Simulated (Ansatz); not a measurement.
Two isomers of C3H8OSi: A = `C=CCO[SiH3]`, B = `C1CO[SiH2]C1`.

Isolated molecules relaxed with PBE0-D4/def2-TZVP in Ansatz; ΔE leaves out vibrations. CCSD(T)/CBS is the MP2 limit (def2-TZVPP, def2-QZVPP) plus CCSD(T) − MP2 in def2-TZVPP, frozen cores. DFT in def2-TZVPP. B3LYP here is the variant with VWN-RPA as its local correlation; programs differ in this. One conformer a species, not always the lowest.

Which is lower in electronic energy at CCSD(T)/CBS, and by how much? (Best estimate.)

Ansatz gave: B, by 25.8 kcal/mol.

Give E(B) − E(A) in kcal/mol with B3LYP-D4, MP2/def2-TZVPP, BLYP-D4, LDA (SPW92), CCSD(T)/def2-TZVPP, CCSD(T)/def2-SVP, PBE0-D4. (Estimate.)

Computed: B3LYP-D4 -22.9, MP2/def2-TZVPP -28.0, BLYP-D4 -20.5, LDA (SPW92) -32.8, CCSD(T)/def2-TZVPP -25.5, CCSD(T)/def2-SVP -23.9, PBE0-D4 -29.6. None reverses the order clearly.

Does the order hold for the free energy at 298.15 K (harmonic terms from PBE0-D4)? (Estimate.)

Computed: Yes: G(B) − G(A) = -20.3 kcal/mol, for one conformer each. Modes under 60 cm⁻¹, often nearly free rotors, make the harmonic entropy too high.

Largest T1 diagnostic: 0.011.

From PBE to PBE0 (25 % exact exchange), in def2-TZVPP and without D4, E(B) − E(A) moves by −2.6 kcal/mol. The D4 term adds −1.6 kcal/mol with B3LYP and −0.8 kcal/mol with PBE0; it sums over pairs of atoms, weighted by their polarisabilities, and B3LYP, whose exchange is more repulsive, gets the larger term.
